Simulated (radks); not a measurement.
Q: The sulfur ion S2+, 14 electrons, occupied as [Ne] 3s2 4p2 (not the ground configuration). Method: scalar-relativistic Kohn-Sham, PW91, spin-polarised, spherical densities, finite nucleus; open shells are filled with parallel spins first; Fermi nuclear charge, rms radius 3.2611 fm; computed with a radial shooting solver on a logarithmic mesh with Libxc functionals. Some entries of the table are withheld. Estimate them.

orbital  occ.  eigenvalue (eV)  r(max) (bohr)
1s up       1        -2451.421        0.06329
1s down     1        -2451.322        0.06329
2s up       1        -254.2410            (1)
2s down     1        -254.1267            (2)
2p up       3        -199.3862         0.3247
2p down     3        -199.2404         0.3247
3s up       1         -50.5780          1.312
3s down     1         -50.2842          1.317
4p up       2         -13.8977            (3)

A: 
(1) 2s up r(max) (bohr): 0.3876
(2) 2s down r(max) (bohr): 0.3876
(3) 4p up r(max) (bohr): 3.685
